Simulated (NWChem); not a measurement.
System meant: SiBr₂F₂; SMILES F[Si](F)(Br)Br

NWChem input:

```
start job
memory heap 200 mb stack 900 mb global 1100 mb
geometry units angstroms noautoz
  F      0.000000    -1.287272    -1.611406
  Si     0.000000     0.000000    -0.659720
  F      0.000000     1.287272    -1.611406
  Br     1.810930     0.000000     0.550009
  Br    -1.810930     0.000000     0.550009
end
basis spherical
  F library def2-svp
  Si library def2-svp
  Br library def2-svp
end
dft
  xc pbe0
  iterations 4
  mulliken
end
task dft energy
```

End of the output:

```
    Atom       Charge   Shell Charges
 -----------   ------   -------------------------------------------------------
    1 F    9     9.17   1.98  1.02  0.76  3.21  2.20  0.01
    2 Si  14    13.64   2.00  1.92  0.63  0.29  5.81  1.15  0.96  0.88
    3 F    9     9.17   1.98  1.02  0.76  3.21  2.20  0.01
    4 Br  35    35.01   2.00  2.00  1.96  1.13  0.73  5.99  5.81  2.46  2.89  7.84  2.03  0.16
    5 Br  35    35.01   2.00  2.00  1.96  1.13  0.73  5.99  5.81  2.46  2.89  7.84  2.03  0.16

 center of mass
 --------------
 x =   0.00000000 y =   0.00000000 z =   0.06402506

 moments of inertia (a.u.)
 ------------------
         792.257968524828           0.000000000000           0.000000000000
           0.000000000000        2439.246385880674           0.000000000000
           0.000000000000           0.000000000000        2096.680597759359

     Multipole analysis of the density
     ---------------------------------

     L   x y z        total         alpha         beta         nuclear
     -   - - -        -----         -----         ----         -------
     0   0 0 0     -0.000000    -51.000000    -51.000000    102.000000

     1   1 0 0      0.000000      0.000000      0.000000      0.000000
     1   0 1 0     -0.000000     -0.000000     -0.000000      0.000000
     1   0 0 1      0.404147      0.202073      0.202073     -0.000000

     2   2 0 0    -41.374173   -430.578710   -430.578710    819.783246
     2   1 1 0      0.000000      0.000000      0.000000      0.000000
     2   1 0 1     -0.000000     -0.000000     -0.000000      0.000000
     2   0 2 0    -44.858522    -75.686767    -75.686767    106.515012
     2   0 1 1     -0.000000     -0.000000     -0.000000      0.000000
     2   0 0 2    -44.290291   -154.288074   -154.288074    264.285857

 ------------------------------------------------------------------------
 dft energy failed                                                                                  0
 ------------------------------------------------------------------------
 ------------------------------------------------------------------------
  current input line :
    20: task dft energy
 ------------------------------------------------------------------------
 ------------------------------------------------------------------------
 This type of error is most commonly associated with calculations not reaching convergence criteria
 ------------------------------------------------------------------------
 For more information see the NWChem manual at https://nwchemgit.github.io

0:dft energy failed:Received an Error in Communication
```

Task: What is wrong, and how is it mended?

Result: The run did not converge; its last values are not results. Cause: the SCF was allowed too few iterations. This input runs:
```
start job
memory heap 200 mb stack 900 mb global 1100 mb
geometry units angstroms noautoz
  F      0.000000    -1.287272    -1.611406
  Si     0.000000     0.000000    -0.659720
  F      0.000000     1.287272    -1.611406
  Br     1.810930     0.000000     0.550009
  Br    -1.810930     0.000000     0.550009
end
basis spherical
  F library def2-svp
  Si library def2-svp
  Br library def2-svp
end
dft
  xc pbe0
  iterations 150
  mulliken
end
task dft energy
```
It converges to -5635.93001 Ha (PBE0/def2-SVP).
